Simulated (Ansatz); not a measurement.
C₂H₆N (SMILES [CH2-]NC), charge -1, singlet, at a GFN2-xTB geometry (a gas-phase anion, which may not be bound at this level); Ansatz (a program for electronic structure) with CCSD(T)/6-31G*.

Input for Ansatz:
Ansatz 0.2 input:
```yaml
crystal:
  periodic: [false, false, false]
  atoms:
    - {symbol: C, position_ang: [0.06838840, -0.34344719, 1.28001260]}
    - {symbol: N, position_ang: [-0.02031578, 0.57728452, 0.03028326]}
    - {symbol: C, position_ang: [-0.01464409, -0.23244926, -1.15661628]}
    - {symbol: H, position_ang: [0.07446949, 0.42980237, 2.12358233]}
    - {symbol: H, position_ang: [-1.00128293, -0.74920637, 1.34561699]}
    - {symbol: H, position_ang: [0.85112316, 1.11606852, 0.04720825]}
    - {symbol: H, position_ang: [0.82050456, -0.96673735, -1.22449252]}
    - {symbol: H, position_ang: [0.01871469, 0.39617056, -2.06419785]}
    - {symbol: H, position_ang: [-0.94378425, -0.81171072, -1.18007793]}
basis:
  gaussian:
    orbitals: 6-31G*
total_charge: -1
magnetization: {spin_polarized: false}
correlation: {method: ccsd_t}
```

What the program printed (banner, timings and long lists left out):

```
Functional definition: HF
620 factors; integrals over basis functions are off by at most 6.5e-4 eV
mean field evaluation 1: about -3631.3469 eV, gradient 2.3e1 eV
mean field evaluation 2: about -3631.3470 eV, gradient 2.3e1 eV
mean field evaluation 4: about -3633.0447 eV, gradient 3.1e0 eV
mean field evaluation 8: about -3633.0812 eV, gradient 1.5e-3 eV
mean field evaluation 16: about -3633.0830 eV, gradient 2.9e-1 eV
mean field -3633.08124547 eV, -133.5132731800 hartree, gradient 2.4e-6 eV, S^2 0.000000; 0 other end points of the search recorded, 0 dependent functions left out
3 core orbitals not correlated
reference -3633.08124547 eV, -133.5132731800 hartree; 10, 10 occupied and 44, 44 virtual orbitals, 620 factors
second order -11.74335001 eV of doubles, -0.00000000 eV of singles
cycle   1  -12.33474103 eV  change   -5.9e-1 eV  update   7.7e-2
cycle   2  -12.71570942 eV  change   -3.8e-1 eV  update   2.3e-2
cycle   3  -12.77723360 eV  change   -6.2e-2 eV  update   9.4e-3
cycle   4  -12.77820751 eV  change   -9.7e-4 eV  update   2.6e-3
cycle   5  -12.77860834 eV  change   -4.0e-4 eV  update   1.4e-3
cycle   6  -12.77841646 eV  change    1.9e-4 eV  update   5.3e-4
cycle   7  -12.77823599 eV  change    1.8e-4 eV  update   1.9e-4
cycle   8  -12.77821453 eV  change    2.1e-5 eV  update   7.6e-5
cycle   9  -12.77822100 eV  change   -6.5e-6 eV  update   2.9e-5
cycle  10  -12.77820577 eV  change    1.5e-5 eV  update   1.5e-5
perturbative correction -0.35552640 eV, -0.0130653544 hartree
Total energy: -3646.21497764 eV, -133.9959289348 hartree
```
